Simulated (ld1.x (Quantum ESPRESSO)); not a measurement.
## Pseudopotential generation for scandium (Sc): TM, PBEsol, scalar-relativistic.

ld1.x (Quantum ESPRESSO) 7.5 input, shortened:

```
&input
   title='Sc', zed=21., rel=1, dft='PBESOL', iswitch=3,
   config='[Ar] 3d2 4s1 4p0'
 /
 &inputp
   pseudotype=2, tm=.true., lloc=-2, rcloc=1.00,
   nlcc=.false.
 /
3
4S  1  0   1.00   0.00  2.40  2.40  0.0
4P  2  1   0.00   0.00  1.30  1.30  0.0
3D  3  2   2.00   0.00  2.45  2.45  0.0
 &test
   configts(1)='3d2 4s1 4p0'
 /
```

All-electron outer shells of the reference configuration (PBEsol, scalar-relativistic, ld1.x):

```csv
shell,level (eV),outermost node (bohr),outermost maximum (bohr)
3s,-51.97,0.42,0.93
3p,-30.80,0.39,0.97
4s,-3.56,1.34,3.26
3d,-1.37,–,1.15
4p,-1.16,1.52,4.39
```

What the tests gave:

```json
{
 "Cutoffs needed": "35 Ry and 40 Ry (the cutoffs (Ry, on a coarse ladder) from which the occupation-weighted sum of valence levels, in a spherical-Bessel basis at the reference potential, stays within 10 and 1 mRy of its value at 400 Ry)",
 "Ghost test": "ghost states, extra bound levels that the all-electron valence spectrum of the same l lacks: s at -71.2 eV, p at -31.0 eV; a true bound ghost makes a file unfit for plane-wave use (spherical-Bessel basis up to 400 Ry, 20 bohr box)",
 "Configuration tests": "2 of 7 tests not solved or not reliable; not counted: 3d0 4s2 4p1 (an occupied level unbound or not found, printed error -1.5 eV); 3d1 4s0 4p2 (solver errors, printed error -25.5 eV)"
}
```

Generation and tests took about 6.2 s on one core of a shared server CPU.
